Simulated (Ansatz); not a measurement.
**What each rung costs, and what it gives**

Saddle point of BH₃BrF, singlet (BH₂F ([BH2][F]) + HBr → BH₂Br ([BH2][Br]) + HF; bonds formed: B1–Br6, F2–H5; bonds broken: B1–F2, H5–Br6), PBE0-D4/def2-TZVP structure:

```csv
atom,x (Å),y (Å),z (Å)
B1,-0.0778,0.3022,-0.4784
F2,1.2216,0.0802,0.2690
H3,-0.1035,-0.3098,-1.4959
H4,-0.4699,1.4155,-0.3464
H5,0.5255,-0.5588,1.0062
Br6,-1.0960,-0.9293,1.0455
```

Barriers are electronic and count from the start structure reached by relaxing down the imaginary mode.

Ansatz 0.2.0; basis: as named in each row; cores frozen in the correlated methods. Filled d shells of the heavier atoms are correlated. The def2 sets are not built for correlating such inner shells, so the correlated values are less sure here. B3LYP uses VWN-RPA correlation. Extrapolation: Hartree–Fock as exp(−7.88 √X), correlation as X^−2.97.

Times are rough, for one single point on 2 threads of a shared host (Arm Neoverse V1).

The estimate by CCSD(T) at an estimated basis limit (MP2 extrapolated from triple and quadruple zeta, plus CCSD(T) − MP2 in triple zeta) is 23.55 kcal/mol.

| method | basis | time (s) | barrier (kcal/mol) | method less estimate |
| --- | --- | --- | --- | --- |
| HF | STO-3G | under 1 | 20.90 | -2.65 |
| PBE-D4 | STO-3G | under 1 | -5.95 | -29.50 |
| SPW92 | def2-SVP | under 1 | 6.07 | -17.48 |
| PBE-D4 | def2-SVP | under 1 | 14.59 | -8.96 |
| B3LYP-D4 | 6-31G | under 1 | 21.22 | -2.33 |
| SPW92 | def2-TZVPP | 1 | 7.75 | -15.80 |
| PBE0-D4 | def2-SVP | 1 | 18.27 | -5.28 |
| PBE-D4 | def2-TZVPP | 2 | 15.79 | -7.77 |
| BLYP-D4 | def2-TZVPP | 2 | 21.70 | -1.86 |
| B3LYP-D4 | def2-TZVPP | 2 | 23.68 | 0.13 |
| PBE0-D4 | def2-TZVPP | 3 | 19.04 | -4.51 |
| BHLYP-D4 | def2-TZVPP | 3 | 27.77 | 4.22 |
| CCSD(T) | def2-SVP | 3 | 27.36 | 3.80 |
| CAM-B3LYP-D4 | def2-TZVPP | 3 | 23.95 | 0.40 |
| RPA on PBE | def2-TZVPP | 4 | 23.85 | 0.30 |
| r2SCAN-D4 | def2-TZVPP | 4 | 18.62 | -4.93 |
| B2PLYP | def2-TZVPP | 4 | 23.92 | 0.37 |
| r2SCAN0-D4 | def2-TZVPP | 4 | 20.75 | -2.80 |
| PBE-QIDH | def2-TZVPP | 4 | 21.19 | -2.36 |
| wB97M-V | def2-SVP | 5 | 21.07 | -2.48 |
| wB97X-V | def2-TZVPP | 7 | 23.24 | -0.32 |
| wB97M-V | def2-TZVPP | 8 | 22.46 | -1.09 |
| B97M-V | def2-TZVPP | 9 | 24.76 | 1.21 |
| MP2 | def2-QZVPP | 14 | 21.43 | -2.12 |
| CCSD(T) | def2-TZVPP | 44 | 24.04 | 0.49 |

All methods are single points on the PBE0-D4 structures; a negative value means that the method puts the saddle structure below the start.

The T1 diagnostic stays at or below 0.010.

Labels in which every atom is bracketed show which atoms are joined, not bond orders.
